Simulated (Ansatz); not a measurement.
Consider the redistribution: `[OH][Al]([Cl])[O][SiH3]` + `[SiH3][O][Al]([Cl])[Br]` → `[OH][Al]([O][SiH3])[O][SiH3]` + `[Cl][Al]([Cl])[Br]`.

Calculated with Ansatz (gas phase, PBE0-D4/def2-TZVP geometries, no zero-point term in ΔE). CCSD(T)/CBS adds triple-zeta CCSD(T) − MP2 to the extrapolated MP2 energy (def2 sets, frozen cores). DFT in def2-TZVPP. For Br outer-core shells are correlated without core-valence functions, which leaves a few kJ/mol of doubt a bond. Scalar relativity is left out up to krypton. Each species was taken in one conformer, which may not be the lowest.

Is it downhill or uphill in electronic energy at CCSD(T)/CBS, and by how much? (Estimate.)

The calculation gave: Uphill: ΔE = +4.7 kJ/mol.

What do these levels give: LDA (SPW92), BLYP-D4, BHLYP-D4, CAM-B3LYP-D4, ωB97X-V, B2PLYP, PBE0, BHLYP, HF/def2-SVP, CCSD/def2-SVP, HF/CBS(def2), MP2/CBS(def2)? (Estimate.)

Ansatz gave: LDA (SPW92) 3.7, BLYP-D4 4.3, BHLYP-D4 5.8, CAM-B3LYP-D4 5.9, ωB97X-V 6.0, B2PLYP 5.5, PBE0 4.2, BHLYP 6.0, HF/def2-SVP 6.2, CCSD/def2-SVP 3.9, HF/CBS(def2) 7.6, MP2/CBS(def2) 4.3 kJ/mol.

Largest T1 diagnostic among the species: 0.012.

Leaving LDA and LC-ωPBE aside and taking each functional with its dispersion term where it has one, the values, not all of them listed here, spread over 3.1 kJ/mol, from revPBE-D4 to ωB97X-V.
